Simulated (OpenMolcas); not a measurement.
Au5+: effect of the active space

```
Program             : OpenMolcas
Method              : CASSCF or its RAS form
Basis               : ANO-RCC-VTZP
Scalar Hamiltonian  : DKH2, point nucleus
Spin-orbit coupling : RASSI with atomic mean-field integrals over the reference wave functions, term energies averaged over their components
```

A. 6 electrons in 5 orbitals (5d); 2S+1 = 5 even, 5 roots; 2S+1 = 3 even, 45 roots; 2S+1 = 1 even, 50 roots; cost of the order of 26 core-seconds
B. 12 electrons in 8 orbitals (RAS1 5p, at most 2 holes; RAS2 5d); 2S+1 = 5 even, 5 roots; 2S+1 = 3 even, 45 roots; 2S+1 = 1 even, 49 roots; cost of the order of 30 core-seconds
C. 6 electrons in 10 orbitals (5d 6d); 2S+1 = 5 even, 5 roots; 2S+1 = 3 even, 45 roots; 2S+1 = 1 even, 49 roots; cost of the order of 2.3 core-minutes

Energies in cm-1 above 5d6 5D4.

```json
{"Level": "5d6 5D4", "A": "0.0", "B": "0.0", "C": "0.0"}
{"Level": "5d6 5D3", "A": "9676", "B": "9934", "C": "9558"}
{"Level": "5d6 5D1", "A": "13905", "B": "13722", "C": "13519"}
{"Level": "5d6 5D0 [69 %]", "A": "14001", "B": "13511", "C": "13679"}
{"Level": "5d6 3H6", "A": "26516", "B": "27934", "C": "26347"}
{"Level": "5d6 3F2(1) [65 %]", "A": "33071", "B": "32315", "C": "32631"}
{"Level": "5d6 3D1 [70 %]", "A": "41615", "B": "40784", "C": "41081"}
{"Level": "5d6 3G4 [57 %]", "A": "41889", "B": "41717", "C": "41436"}
{"Level": "5d6 3D2 [64 %]", "A": "42819", "B": "41440", "C": "42292"}
{"Level": "5d6 3D3 [69 %]", "A": "45560", "B": "44957", "C": "45173"}
{"Level": "5d6 3G3 [55 %]", "A": "46977", "B": "46986", "C": "46518"}
{"Level": "5d6 1I6", "A": "47732", "B": "49522", "C": "47387"}
{"Level": "5d6 3P0(2)", "A": "50561", "B": "50348", "C": "51223"}
{"Level": "5d6 3P1(1) [70 %]", "A": "52809", "B": "51751", "C": "52462"}
{"Level": "5d6 1F3 [56 %]", "A": "53017", "B": "51802", "C": "52309"}
{"Level": "5d6 1G4(1) [52 %]", "A": "56781", "B": "56862", "C": "56400"}
{"Level": "5d6 1D2(1) [52 %]", "A": "58620", "B": "57365", "C": "58200"}
{"Level": "5d6 3P1(2)", "A": "63896", "B": "61353", "C": "62957"}
{"Level": "5d6 3F4(2)", "A": "68689", "B": "67139", "C": "68160"}
{"Level": "5d6 3F2(2)", "A": "69573", "B": "67495", "C": "68491"}
{"Level": "5d6 3F3(2) [53 %]", "A": "79314", "B": "78040", "C": "78741"}
{"Level": "5d6 3P2(2) [72 %]", "A": "79339", "B": "77343", "C": "78735"}
{"Level": "5d6 1G4(2)", "A": "79561", "B": "78312", "C": "78999"}
```

The spin-orbit steps hold different terms of 5d6 (B lacks a 1S; C lacks a 1S), which shifts levels as well.

Among A to C the level of the table that moves most is 5d6 3P1(2), by 2500 cm-1 (lowest in B, highest in A).

Without dynamic correlation excited terms often stand tens of per cent too high (terms of higher spin than the ground term too low), and those without a measured partner can miss by more than the paired ones. Active for correlation alone: 5p; no level in the range computed is led by a configuration that opens it, so any true level of that kind is missing (holds for B). Active for correlation alone: 6d; no level in the range computed is led by a configuration that fills it, so any true level of that kind is missing (holds for C). Only configurations of the active space appear. Levels that lie high or do not pair safely by name in every column are left out.

A share in square brackets marks a mixed level and gives the weight of the term that names it, the lowest over the columns. A number in round brackets counts repeated terms of one configuration in the order of the reference energies.
